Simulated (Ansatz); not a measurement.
Consider the formal exchange of groups at a B–O bond: `OB(F)O[SiH3]` + CH₃OH → `OCB(F)O[SiH3]` + H₂O.

Computed with Ansatz on PBE0-D4/def2-TZVP structures; ΔE is electronic, products minus reactants. CBS: MP2 limit from def2 TZ/QZ plus the TZ coupled-cluster correction, frozen cores. This one scheme is used for every species. Functionals use def2-TZVPP. B3LYP here is the variant with VWN-RPA as its local correlation; programs differ in this. Each species was taken in one conformer, which may not be the lowest.

```csv
level,ΔE (kJ/mol),difference from CCSD(T)/CBS
PBE-D4,113.7,-2.8
r2SCAN-D4,122.2,5.7
ωB97M-V,117.8,1.3
B3LYP,128.0,11.5
HF/def2-TZVPP,141.6,25.1
MP2/def2-TZVPP,120.4,3.9
CCSD/def2-TZVPP,122.8,6.3
MP2/def2-QZVPP,118.3,1.8
SCS-MP2/def2-QZVPP,122.2,5.7
MP2/CBS(def2),116.6,0.1
CCSD(T)/CBS,116.5,0
```

Largest T1 diagnostic among the species: 0.012.

In def2-TZVPP, CCSD(T) changes the Hartree–Fock value by −21.2 kJ/mol (the triples alone add −2.4 kJ/mol) and MP2 by −21.2 kJ/mol. The D4 term adds −7.3 kJ/mol with B3LYP and −4.2 kJ/mol with PBE0; it sums over pairs of atoms, weighted by their polarisabilities, and B3LYP, whose exchange is more repulsive, gets the larger term.
